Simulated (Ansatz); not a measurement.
Isolated molecules relaxed with PBE0-D4/def2-TZVP in Ansatz; ΔE leaves out vibrations. CCSD(T)/CBS is the MP2 limit (def2-TZVPP, def2-QZVPP) plus CCSD(T) − MP2 in def2-TZVPP, frozen cores. This one scheme is used for every species. DFT in def2-TZVPP. B3LYP here is the variant with VWN-RPA as its local correlation; programs differ in this. One conformer a species, not always the lowest.

Reaction (formal exchange of groups at the Si–Si bond): `C[SiH](F)[SiH2]N` + `[SiH3]S` → `C[SiH](F)[SiH2]S` + `N[SiH3]`

`C[SiH](F)[SiH2]N`:

Z-matrix (Å, degrees):
```
C
Si 1 1.864
H 1 1.093 2 110.8
H 1 1.092 2 111.6 3 -120.7
H 1 1.094 2 109.9 3 119.0
F 2 1.612 1 108.5 3 58.0
Si 2 2.349 1 111.9 3 178.5
H 2 1.489 1 109.4 3 -57.9
N 7 1.729 2 106.7 1 45.1
H 7 1.488 2 111.6 1 161.5
H 7 1.498 2 109.5 1 -80.6
H 9 1.008 7 119.5 2 -58.1
H 9 1.008 7 119.1 2 161.5
```

`[SiH3]S`:

```xyz
6

Si   -0.437   -0.181    0.234
S     1.610   -0.187   -0.379
H    -0.744    0.981    1.106
H    -0.610   -1.443    0.993
H    -1.357   -0.161   -0.932
H     1.538    0.991   -1.021
```

`C[SiH](F)[SiH2]S`:

Z-matrix (Å, degrees):
```
C
Si 1 1.857
H 1 1.093 2 110.7
H 1 1.094 2 109.9 3 -119.6
H 1 1.092 2 111.2 3 120.9
F 2 1.608 1 109.1 3 -58.3
Si 2 2.348 1 111.8 3 -178.4
H 2 1.489 1 110.8 3 59.2
S 7 2.145 2 106.1 1 48.2
H 7 1.488 2 112.0 1 169.8
H 7 1.490 2 109.3 1 -70.9
H 9 1.344 7 95.7 2 -177.2
```

`N[SiH3]`:

```xyz
7

N     0.110   -1.052    0.141
Si   -0.105    0.623   -0.189
H    -0.505   -1.514    0.792
H     1.040   -1.432    0.200
H    -1.542    0.847   -0.492
H     0.268    1.560    0.913
H     0.735    0.968   -1.365
```

```
             level  ΔE (kcal/mol)  difference from CCSD(T)/CBS
            PBE-D4           -1.6                          0.0
         r2SCAN-D4           -1.7                         -0.1
           PBE0-D4           -1.7                         -0.1
           ωB97X-V           -1.4                          0.2
           ωB97M-V           -1.6                          0.0
               PBE           -1.3                          0.3
            r2SCAN           -1.6                          0.0
             B3LYP           -1.2                          0.4
     HF/def2-TZVPP           -1.3                          0.3
    MP2/def2-TZVPP           -1.8                         -0.2
   CCSD/def2-TZVPP           -1.4                          0.2
CCSD(T)/def2-TZVPP           -1.5                          0.1
    MP2/def2-QZVPP           -1.9                         -0.3
SCS-MP2/def2-QZVPP           -1.6                          0.0
      HF/CBS(def2)           -1.2                          0.4
     MP2/CBS(def2)           -1.9                         -0.3
       CCSD(T)/CBS           -1.6                            0
```

Largest T1 diagnostic among the species: 0.012.
